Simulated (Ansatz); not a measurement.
Isolated molecules relaxed with PBE0-D4/def2-TZVP in Ansatz; ΔE leaves out vibrations. CBS: MP2 limit from def2 TZ/QZ plus the TZ coupled-cluster correction, frozen cores. This one scheme is used for every species. Functionals use def2-TZVPP. def2 core potentials past Kr. For Te outer-core shells are correlated without core-valence functions, which leaves a few kJ/mol of doubt a bond. Each species was taken in one conformer, which may not be the lowest.

Reaction (ligand exchange at the Si–O bond): `O[SiH2]CCl` + H₂Te → `ClC[SiH2][TeH]` + H₂O

`O[SiH2]CCl`:

Cartesian coordinates in Å:
```
O -1.465 1.128 0.064
Si -0.314 0.200 0.776
C 0.607 -0.807 -0.519
Cl 1.275 0.341 -1.724
H -1.168 1.697 -0.649
H -1.027 -0.708 1.707
H 0.694 1.012 1.506
H -0.046 -1.495 -1.057
H 1.444 -1.369 -0.103
```

H₂Te:

Cartesian coordinates in Å:
```
Te 0.593 0.420 -0.277
H -0.408 0.539 1.037
H -0.185 -0.959 -0.760
```

`ClC[SiH2][TeH]`:

```xyz
9

Cl    0.756   -2.095    1.427
C     0.820   -0.443    0.750
Si   -0.497   -0.288   -0.584
Te   -0.456    1.993   -1.598
H     0.658    0.260    1.567
H     1.820   -0.282    0.347
H    -0.192   -1.222   -1.695
H    -1.825   -0.583    0.003
H    -1.085    2.660   -0.217
```

H₂O:

Cartesian coordinates in Å:
```
O 0.203 -0.168 -0.286
H 0.370 -0.220 0.657
H -0.574 0.388 -0.371
```

| level | ΔE (kcal/mol) |
| --- | --- |
| r2SCAN-D4 | 7.6 |
| B2PLYP | 9.0 |
| PBE0 | 5.9 |
| MP2/CBS(def2) | 4.2 |

Question: What does CCSD(T)/CBS give? (Estimate.)

Answer: Ansatz gave: +6.0 kcal/mol. The listed levels differ from it by 1.6, 3.0, -0.1, -1.8 kcal/mol.

Largest T1 diagnostic among the species: 0.010.

In def2-TZVPP, CCSD(T) changes the Hartree–Fock value by −4.4 kcal/mol (the triples alone add −0.8 kcal/mol) and MP2 by −6.2 kcal/mol. The D4 term adds −1.6 kcal/mol with B3LYP and −0.9 kcal/mol with PBE0; it sums over pairs of atoms, weighted by their polarisabilities, and B3LYP, whose exchange is more repulsive, gets the larger term.

B3LYP here is the variant with VWN-RPA as its local correlation; programs differ in this.
